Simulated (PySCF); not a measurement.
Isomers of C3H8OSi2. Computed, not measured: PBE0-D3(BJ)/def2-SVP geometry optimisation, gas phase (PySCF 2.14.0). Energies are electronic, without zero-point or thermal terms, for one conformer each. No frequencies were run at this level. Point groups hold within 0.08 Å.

Question: Order them by energy at this level, lowest first, and give relative energies in kcal/mol.
A. `[CH3:1][C:2]#[C:3][SiH2:4][O:5][SiH3:6]` with C3–Si4–O5–Si6 12°
B. `[CH3:1][O:2][SiH2:3][C:4]#[C:5][SiH3:6]` with C1–O2–Si3–C4 -55°

Answer: A (0.0), B (32.7).

| SMILES | E (Eh) | E rel (kcal/mol) | dipole (D) | point group | A, B, C (MHz) |
| --- | --- | --- | --- | --- | --- |
| CC#C[SiH2]O[SiH3] | -772.56834 | 0.0 | 2.38 | – | 3415, 1128, 870.2 |
| CO[SiH2]C#C[SiH3] | -772.51619 | 32.7 | 1.22 | C1 | 5252, 810.7, 724.0 |

Q: How do the relative energies change in single points at PBE0/pcSseg-1 (no added dispersion term) on the same geometries?

A: 
| SMILES | PBE0-D3(BJ)/def2-SVP (kcal/mol) | PBE0/pcSseg-1 (kcal/mol) | shift |
| --- | --- | --- | --- |
| CC#C[SiH2]O[SiH3] | 0.0 | 0.0 | 0.0 |
| CO[SiH2]C#C[SiH3] | 32.7 | 32.1 | -0.6 |

Each column counts from its own lowest isomer. The order is unchanged; the largest shift is 0.6 kcal/mol.
